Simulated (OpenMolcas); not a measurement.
## Re5+: moving or changing the point charges

Re5+ among 6 point charges of -1.7 e arranged as a trigonal prism (D3h), 1.9 Å from the ion, with a polar angle of 42.2° against the regular 49.1°.

```json
{
  "Program": "OpenMolcas 26.06",
  "Method": "CASSCF",
  "Basis": "ANO-RCC-VDZP [7s6p4d2f1g]",
  "Scalar Hamiltonian": "DKH2, point nucleus",
  "Active space": "2 electrons in 5 orbitals (5d)",
  "State averaging": "2S+1 = 3 even, 10 roots; 2S+1 = 1 even, 15 roots",
  "Spin-orbit coupling": "RASSI with atomic mean-field integrals over the reference wave functions"
}
```

Runs around this geometry, states (labels of D3, the rotations of D3h). Energies in cm-1 above the lowest state or level, χT in cm3 K/mol.

```json
{"R (Å)": "1.9", "q (e)": "-1.7", "Polar angle / regular": "0.79", "Ground state": "3A2", "First state of that spin": "3E 9281", "First gap with spin-orbit (degeneracies)": "5544 (1, 2)", "χT at 300 K": "0.043", "First state of another spin": "1E 7316"}
{"R (Å)": "1.9", "q (e)": "-1.1", "Polar angle / regular": "0.86", "Ground state": "3A2", "First state of that spin": "3E 1641", "First gap with spin-orbit (degeneracies)": "1703 (1, 2)", "χT at 300 K": "0.079", "First state of another spin": "1A1 7501"}
{"R (Å)": "1.75", "q (e)": "-1.7", "Polar angle / regular": "0.86", "Ground state": "3A2", "First state of that spin": "3E 7159", "First gap with spin-orbit (degeneracies)": "5148 (1, 2)", "χT at 300 K": "0.048", "First state of another spin": "1E 7143"}
{"R (Å)": "1.9", "q (e)": "-1.7", "Polar angle / regular": "0.86", "Ground state": "3A2", "First state of that spin": "3E 5472", "First gap with spin-orbit (degeneracies)": "4924 (1, 2)", "χT at 300 K": "0.042", "First state of another spin": "1E 7491"}
{"R (Å)": "2.11", "q (e)": "-1.7", "Polar angle / regular": "0.86", "Ground state": "3A2", "First state of that spin": "3E 3079", "First gap with spin-orbit (degeneracies)": "2735 (1, 2)", "χT at 300 K": "0.054", "First state of another spin": "1A1 7735"}
```

Taking the first state of the same spin as R^-n, n = -ln(3079 / 7159) / ln(2.11 / 1.75) = 4.5 between the shortest and longest distance.

Scaling the charges by -1.1 / -1.7 = 0.65 scales the first state of the same spin by 1641 / 5472 = 0.30; with fixed orbitals a first-order splitting would follow the charge.

Without dynamic correlation the repulsion within the d shell is too large (B by tens of per cent), so at a given field states of lower spin stand too high. Spin-orbit coupling mixes the spin-free states strongly: the lowest level takes only 68 % from its leading state, 3A2 (figures for R = 1.9, q = -1.7, ratio = 0.79; the like holds for R = 1.9, q = -1.1, ratio = 0.86, R = 1.75, q = -1.7, ratio = 0.86, R = 1.9, q = -1.7, ratio = 0.86, R = 2.11, q = -1.7, ratio = 0.86). This is an electrostatic model: the charges have no orbitals. No measured value stands beside these numbers.
